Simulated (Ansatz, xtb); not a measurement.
# A geometry optimisation of BClHOSi+ with r2SCAN-D4/def2-SVP

The starting geometry of this gas-phase singlet was built from a drawn formula by distance geometry and a force field; its bonds are those of `ClB1O[SiH+]1`.

```xyz
5

B    -0.8235   -0.1166    0.5018
Cl   -2.1190    1.1300    0.6191
O     0.4192   -0.6330   -0.1155
Si    0.6923   -0.8963    1.5061
H     1.2607   -0.6624    2.8462
```

Q: Where would you expect an optimisation with r2SCAN-D4/def2-SVP to take it?

A: It keeps its bonds, and is `ClB1O[SiH+]1`. Distances that change by over a tenth: B1–O3 (1.48 → 1.31 Å).

The energy falls by 2.34 eV over 13 steps:

```csv
step,E − E(last) (eV)
1,2.341
2,1.264
4,0.315
5,0.097
6,0.044
8,0.015
9,0.002
10,0.001
12,0.000
13,0.000
```

Final geometry (Å):

```tsv
atom	x (Å)	y (Å)	z (Å)
B	-0.8146	0.1338	0.5412
Cl	-2.2305	0.8491	0.0606
O	0.3547	-0.4244	0.3305
Si	0.3962	-0.5390	2.0977
H	1.7239	-1.1978	2.3277
```

From the same start GFN2-xTB ends elsewhere, differing in B1–Si4 (3.02 against 2.08 Å here).

No frequencies were run, so the end isn't proven a minimum. Run with Ansatz 0.2.0, 15 s on 1 thread of Intel(R) Xeon(R) 6975P-C (Granite Rapids) (shared host).
